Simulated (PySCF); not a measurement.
BeIn at PBE

Computed with PBE; basis Be x2c-SVPall, In x2c-SVPall; spin-free X2C with a Gaussian nucleus; PySCF 2.14.

- state: ²Π (doublet), unpaired electrons π ↑
- bond length: 2.565 Å
- harmonic wavenumber: 329 cm⁻¹
- force constant: 0.534 mdyn/Å
- rotational constant Be: 0.3066 cm⁻¹
- anharmonicity ωexe: 3.28 cm⁻¹
- vibration–rotation constant αe: 0.00384 cm⁻¹
- well depth De to Be + In: 0.84 eV
- dissociation energy D0: 0.82 eV
- bond order (Mayer): 1.37
- dipole moment (positive dipole means Be(−)In(+)): 0.45 D

Spin–orbit coupling is left out, which matters for elements this heavy, above all for dissociation energies. The state is the lowest determinant that a PBE0 search found; another state may lie lower at other levels.
